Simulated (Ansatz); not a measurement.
`O[SiH](F)[TeH]` + `[SH][GeH3]` → `O[SiH](F)[S][GeH3]` + H₂Te at 700 K and 1 bar (ligand exchange at the Si–Te bond).

Computed with Ansatz on PBE0-D4/def2-TZVP structures; ΔE is electronic, products minus reactants. CCSD(T)/CBS adds triple-zeta CCSD(T) − MP2 to the extrapolated MP2 energy (def2 sets, frozen cores). Elements past krypton have def2 core potentials. For Ge, Te outer-core shells are correlated without core-valence functions, which leaves a few kJ/mol of doubt a bond. Scalar relativity is left out up to krypton. Each species was taken in one conformer, which may not be the lowest.

| species | CCSD(T)/CBS energy (Eh) | H − E (kJ/mol) | S (J/(mol·K)) |
| --- | --- | --- | --- |
| `O[SiH](F)[TeH]` | -733.71271 | 152.4 | 439.5 |
| `[SH][GeH3]` | -2476.30083 | 133.1 | 357.0 |
| `O[SiH](F)[S][GeH3]` | -2941.10924 | 225.5 | 520.4 |
| H₂Te | -268.91024 | 57.2 | 261.6 |

H − E and S are ideal-gas, rigid-rotor, harmonic terms from PBE0-D4/def2-TZVP, for one conformer and one mirror image of each species. 1 Eh = 2625.50 kJ/mol, R = 8.31446 J/(mol·K).

**Question.** By hand: ΔE, ΔH, ΔS and ΔG.

**Answer.** ΔE = (-2941.10924) + (-268.91024) − (-733.71271) − (-2476.30083) = -0.00594 Eh = -15.6 kJ/mol. Δ(H − E) = 225.5 + 57.2 − 152.4 − 133.1 = -2.8, so ΔH = -18.4 kJ/mol. ΔS = 520.4 + 261.6 − 439.5 − 357.0 = -14.5 J/(mol·K). ΔG = -18.4 − 700 × (-14.5)/1000 = -8.2 kJ/mol.

**Question.** By hand: the equilibrium constant, and the temperature at which ΔG would vanish if ΔH and ΔS stayed fixed.

**Answer.** log₁₀ K = −ΔG/(RT ln 10) = 0.6. ΔG = 0 at ΔH/ΔS = 1269 K, though so small a ΔS makes that figure unsure.

TΔS isn't small against ΔH here. A doubt of 5 kJ/mol in ΔE shifts log₁₀ K by 0.4 here. Other conformers and mirror images would add mixing entropy, several J/(mol·K) or more a flexible species. Modes under 60 cm⁻¹, often nearly free rotors, make the harmonic entropy too high. These are equilibria of isolated gas molecules and say nothing of rates. Largest T1 diagnostic: 0.012 (customary marks: 0.02 for closed shells, 0.045 for open ones).
